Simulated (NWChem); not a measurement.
Species: C2H4BFO2; SMILES FB1COCO1

```xyz
10

F     -0.0757     2.1293     0.0164
B     -0.0440     0.8109     0.0308
C     -1.2284    -0.2305    -0.0209
O     -0.5344    -1.4325     0.2933
C      0.8128    -1.2554    -0.0041
O      1.1178     0.1247     0.0821
H     -1.7109    -0.2806    -1.0192
H     -2.0288    -0.0699     0.7178
H      1.4213    -1.8170     0.7222
H      1.0599    -1.5945    -1.0315
```
Atoms are numbered in this order, from 1.

Level: PBE0/def2-SVP (NWChem), optimised geometry, unscaled harmonic frequencies. 

### Question
List the harmonic frequencies with IR intensities, and the thermochemistry.

### Answer
```tsv
frequency (cm⁻¹)	IR intensity (km/mol)
159	12.7
206	2.5
374	4.2
458	14.8
572	3.4
736	0.5
822	17.9
898	14.8
990	27.3
1077	126.7
1127	41.1
1160	10.0
1209	4.6
1241	5.0
1261	75.6
1350	191.1
1431	98.3
1459	58.3
1518	220.6
1543	128.2
3004	91.4
3011	36.1
3124	35.6
3129	11.2
```

```yaml
zero_point_energy: 45.5 kcal/mol
thermal correction to the enthalpy at 298.15 K (with zero-point energy): 49.4 kcal/mol
heat capacity Cv: 17.7 cal/(mol K)
entropy at 298.15 K and 1 atm (symmetry number 1): 73.5 cal/(mol K)
dipole_moment: 1.04 D
```

Rigid rotor and harmonic oscillator.
